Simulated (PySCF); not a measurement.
H₅InP₂, SMILES [InH]([PH2])[PH2]. The structure is a stationary point at B3LYP-D3(BJ)/def2-SVP. The def2 effective core potentials stand for the cores of In; spin–orbit coupling is left out. Other conformers were not sampled.

Computed equilibrium geometry at B3LYP-D3(BJ)/def2-SVP (PySCF confirms it by a frequency run) as a Z-matrix, and its point group (one conformer of several):
point group Cs.
```
In
H 1 1.7441
P 1 2.5418 2 120.59
H 3 1.4297 1 93.54 2 -142.80
H 3 1.4305 4 94.10 1 -93.59
P 1 2.5418 2 120.59 5 -168.36
H 6 1.4297 1 93.54 2 142.80
H 6 1.4305 7 94.10 1 93.59
```
Charge 0, spin multiplicity 1.
